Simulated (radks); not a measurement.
Task: Radial electron density D(r) = 4 pi r^2 rho(r) of an atom or ion with 20 electrons. All-electron calculation, scalar-relativistic Kohn-Sham, PBEsol, spin-polarised, spherical densities, finite nucleus; Fermi nuclear charge, rms radius of each element as measured or else 0.836 A^(1/3) + 0.57 fm. Program: a radial shooting solver on a logarithmic mesh with Libxc functionals.

r (bohr),D(r) (e/bohr),spin D(r)
0.004485,3.242,-0.000145
0.005016,3.919,-0.000175
0.00561,4.720,-0.000211
0.006326,5.736,-0.000256
0.007075,6.848,-0.000305
0.007914,8.137,-0.000363
0.008923,9.727,-0.000433
0.009981,11.42,-0.000507
0.01116,13.31,-0.000590
0.01259,15.55,-0.000688
0.01408,17.82,-0.000787
0.01575,20.22,-0.000892
0.01775,22.89,-0.00101
0.01986,25.37,-0.00111
0.02221,27.75,-0.00122
0.02504,30.06,-0.00131
0.02801,31.86,-0.00139
0.03133,33.19,-0.00144
0.03533,33.97,-0.00146
0.03951,34.03,-0.00143
0.0442,33.47,-0.00131
0.04983,32.26,-0.00103
0.05574,30.78,-0.000496
0.06234,29.21,0.000519
0.07029,27.84,0.00259
0.07862,27.20,0.00617
0.08794,27.44,0.0125
0.09915,28.81,0.0243
0.1109,31.00,0.0430
0.124,33.70,0.0729
0.1399,36.50,0.124
0.1564,38.29,0.195
0.175,38.61,0.299
0.1973,36.91,0.455
0.2207,33.42,0.652
0.2468,28.60,0.903
0.2783,22.96,1.23
0.3113,18.33,1.58
0.3482,15.19,1.97
0.3925,13.89,2.37
0.4391,14.38,2.69
0.4911,15.73,2.91
0.5537,17.01,2.99
0.6193,17.16,2.89
0.6927,15.92,2.62
0.781,13.23,2.19
0.8736,10.03,1.72
0.9771,6.836,1.24
1.102,4.000,0.797
1.232,2.143,0.476
1.378,1.011,0.255
1.554,0.3894,0.115
1.738,0.1372,0.0480
1.944,0.04122,0.0172
2.192,0.009380,0.00470
2.452,0.001942,0.00114

What is the nuclear charge?

Result: Z = 28. The innermost maximum, from 1s, lies near gamma/Z bohr with gamma = sqrt(1 - (Z/c)^2) = 0.979, here 0.035 bohr (found: 0.0377), and its height grows with Z. The density is that of the nickel ion Ni8+ in [Ar] 3d2; the configuration itself is not fixed sharply by these data, and Z only to about a unit. D(r) has 3 maxima, at r = 0.0377, 0.169, 0.595 bohr, and minima at 0.0812, 0.399 bohr, inside which lie 2.10, 10.58 electrons.
